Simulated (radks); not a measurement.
The oxygen anion O2-, [Ne], held by a Watson sphere: a shell of charge +2 at radius R that stands for the Madelung well of a crystal (potential energy -2/R inside, -2/r outside, in hartree with lengths in bohr). All-electron calculation, scalar-relativistic Kohn-Sham, LDA (Slater exchange, VWN5 correlation), spin-polarised, spherical densities, point nucleus. Program: a radial shooting solver on a logarithmic mesh with Libxc functionals. Response by self-consistent Sternheimer equations with the Hartree and adiabatic LDA kernel, the relativistic mass of each level held fixed and spin-orbit coupling left out. The sphere does not respond.

R (bohr)  e(1s) (eV)  e(2s) (eV)  e(2p) (eV)  <r> 2p (bohr)  sum of <r^2> (bohr^2)  X-ray form factor at sin(theta)/lambda = 0.1 1/angstrom  alpha (bohr^3)
1.96         -504.65     -22.096      -8.025          1.481                  21.45                                                    8.631           14.07
2.55         -504.29     -19.855      -6.131          1.612                  25.58                                                    8.438           24.98
3.15         -503.67     -18.332      -4.705          1.730                  29.88                                                    8.272           43.49
3.69         -503.15     -17.395      -3.761          1.826                  34.02                                                    8.145           70.04
3.79         -503.06     -17.254      -3.614          1.844                  34.82                                                    8.123           76.36
